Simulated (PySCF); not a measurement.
Bond length, frequency and bond energy of CsSe by level of theory

State: ²Π (doublet), unpaired electrons π ↑. Set-up: basis Cs def2-SVP with ECP46, Se def2-SVP; scalar-relativistic core potentials; PySCF 2.14. De refers to Cs + Se in their high-spin ground configurations, without counterpoise correction. The functionals are run spin-unrestricted. A positive dipole means Cs(−)Se(+).

```csv
Level,Re (Å),ωe (cm⁻¹),De (eV),μ (D)
UHF,3.348,132,1.54,-12.14
UHF-MP2,3.295,139,2.09,n/a
UHF-SCS-MP2,3.306,137,2.07,n/a
UHF-CCSD,3.302,138,1.99,n/a
UHF-CCSD(T),3.301,138,2.02,n/a
PBE,3.265,134,2.53,-9.70
PBEsol,3.229,139,2.65,-9.62
r²SCAN,3.276,135,2.59,-10.74
r²SCANh,3.272,136,2.56,-10.87
PBE0,3.256,138,2.49,-10.56
M06-2X,3.262,141,2.52,-10.92
```

Question: Which functional lies closest to UHF-CCSD(T) in De, which farthest, and by how much do they differ from it?

Answer: Closest is PBE0 (-4.5 pm in Re, +0.0 % in ωe, +0.47 eV in De against UHF-CCSD(T) in the same basis), farthest PBEsol (-7.2 pm in Re, +0.7 % in ωe, +0.63 eV in De). CCSD(T) converges more slowly with the basis than the functionals do and binds too weakly in this one, so the order can change at the basis-set limit.

Question: What does a quarter of exact exchange do here, going from PBE to PBE0?

Answer: PBE0 less PBE: -0.9 pm in Re, +3.0 % in ωe, -0.04 eV in De. Exact exchange removes part of the self-interaction that spreads semilocal densities, and in most molecules shortens and stiffens the bond and lowers De; so it does here.

Question: What does the step from GGA to meta-GGA do here, going from PBE to r²SCAN?

Answer: r²SCAN less PBE: +1.1 pm in Re, +0.7 % in ωe, +0.06 eV in De. 

Correlated steps freeze 9 core orbitals. Correlated levels converge slowly with the basis: in double zeta they bind strong bonds too weakly, by up to about 1 eV, and carry superposition errors of some tenths. These are scalar-relativistic numbers at best; spin–orbit coupling would shift them, the dissociation energy most. The state was picked by a PBE0 search and need not be the measured ground state.
